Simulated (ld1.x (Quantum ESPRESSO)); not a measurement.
# Logarithmic derivatives: europium (Eu), RRKJ

* Element: europium
* Generator: ld1.x (Quantum ESPRESSO) 7.5
* Type: norm-conserving RRKJ (Kleinman–Bylander form)
* Functional: LDA (PZ)
* Relativity: scalar-relativistic
* Frozen core: [Kr] 4d10
* Valence charge: 17
* Reference configuration: 4f7 5s2 5p6 5d0 6s1.5 6p0 (charge +0.5)
* Partial waves: 5p (bound): rc 2.25 bohr; 5d (bound, empty): rc 3.95 bohr; 4f (bound): rc 0.75 bohr; 5s (bound): rc 1.70 bohr
* Local potential: the s channel
* Core correction: Bessel-smoothed model core inside 0.55 bohr
* rho0: 0.001

Occupied shells without a wave of their own: 6s. They enter only through the test configuration that unscreens the potential, and ld1.x also counts them in the model core charge.

The phase is arctan(r·u′/u) with u = r·R(r), unwrapped; energies in Ry, scanned from -6 to 5 Ry. A pole is an energy at which the radial function vanishes at the test radius. The pseudo phase is shifted by a multiple of π to meet the all-electron one at the reference energy, and phase errors are pseudo minus all-electron; the curves can meet again beyond the range given. Levels narrower than the energy grid can be missing from the lists of poles.

```csv
channel,radius (bohr),reference energy (Ry),"poles, all-electron","poles, pseudo",unbroken range about the reference energy with phases within 0.05 rad,phase error 1 Ry above the reference energy (rad)
s,4.32,-3.51,"0.10, 3.26","0.05, 2.95",below -0.7,-0.000
p,4.32,-1.98,"-1.96, 0.74, 4.11","-1.96, 0.72, 3.98",below 1.8,-0.000
d,4.32,-0.32,"-0.15, 2.00","-0.15, 2.45",below 0.4,+0.298
f,4.32,-0.43,"1.39, 3.99","1.40, 4.10",below 2.3,+0.009
```

ld1.x takes every shell without a wave as core, so the model core holds the 6s electrons as well and exchange and correlation see them twice. This cancels in the reference configuration, but the file is broken for other ones, and its errors say nothing about a proper core correction.

Phases in the f channel:

```json
{"E (Ry)": "-6.00", "all-electron": "1.477", "pseudo": "1.477"}
{"E (Ry)": "-5.48", "all-electron": "1.473", "pseudo": "1.473"}
{"E (Ry)": "-4.96", "all-electron": "1.468", "pseudo": "1.468"}
{"E (Ry)": "-4.44", "all-electron": "1.462", "pseudo": "1.462"}
{"E (Ry)": "-3.92", "all-electron": "1.456", "pseudo": "1.456"}
{"E (Ry)": "-3.40", "all-electron": "1.448", "pseudo": "1.448"}
{"E (Ry)": "-2.88", "all-electron": "1.437", "pseudo": "1.437"}
{"E (Ry)": "-2.36", "all-electron": "1.424", "pseudo": "1.424"}
{"E (Ry)": "-1.84", "all-electron": "1.406", "pseudo": "1.406"}
{"E (Ry)": "-1.32", "all-electron": "1.379", "pseudo": "1.379"}
{"E (Ry)": "-0.80", "all-electron": "1.333", "pseudo": "1.333"}
{"E (Ry)": "-0.28", "all-electron": "1.264", "pseudo": "1.264"}
{"E (Ry)": "0.24", "all-electron": "0.904", "pseudo": "0.905"}
{"E (Ry)": "0.76", "all-electron": "-1.117", "pseudo": "-1.112"}
{"E (Ry)": "1.28", "all-electron": "-1.534", "pseudo": "-1.532"}
{"E (Ry)": "1.80", "all-electron": "-1.693", "pseudo": "-1.687"}
{"E (Ry)": "2.32", "all-electron": "-2.090", "pseudo": "-2.027"}
{"E (Ry)": "2.84", "all-electron": "-4.361", "pseudo": "-4.295"}
{"E (Ry)": "3.36", "all-electron": "-4.618", "pseudo": "-4.602"}
{"E (Ry)": "3.88", "all-electron": "-4.700", "pseudo": "-4.688"}
{"E (Ry)": "4.40", "all-electron": "-4.759", "pseudo": "-4.743"}
{"E (Ry)": "4.92", "all-electron": "-4.837", "pseudo": "-4.804"}
```
